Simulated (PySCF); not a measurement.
CH9NOSi3. Atoms are numbered in the order given.

```xyz
15

Si     2.3337     0.7422    -0.1737
C      0.6068     0.4898     0.5544
N     -0.4067     1.1424    -0.2786
Si    -1.9312     0.3349    -0.4907
O     -1.4887    -1.2032    -0.0014
Si     0.0818    -1.3475     0.5646
H      2.6152     2.2077    -0.2998
H      2.4151     0.1242    -1.5308
H      3.3713     0.1287     0.7141
H      0.6083     0.8485     1.6058
H     -0.2428     2.1188    -0.4970
H     -3.0495     0.8119     0.3801
H     -2.3914     0.3722    -1.9085
H      0.1171    -1.9447     1.9296
H      0.8923    -2.1914    -0.3623
```

Geometry optimised at PBE0-D3(BJ)/def2-SVP. The structure was generated by enumeration; whether it is a known compound was not checked. One conformer was computed; it need not be the lowest.

All values below come from SMD-M06-2X/6-31G* (PySCF).

Solvation free energies are E(SMD) − E(gas) at the gas-phase geometry, for 1 M in both phases. In vacuum the dipole moment is 1.69 D.

### Question
Estimate the solvation free energies in water, chloroform, 1-octanol. (An estimate is asked for; the answer gives what the named calculation found.)

### Answer

| solvent | ΔG(solv) (kcal/mol) | its non-electrostatic (CDS) part | dipole (D) |
|---|---|---|---|
| water | 0.4 | 4.6 | 2.38 |
| chloroform | -2.8 | -0.5 | 2.07 |
| 1-octanol | -2.8 | 0.6 | 2.24 |
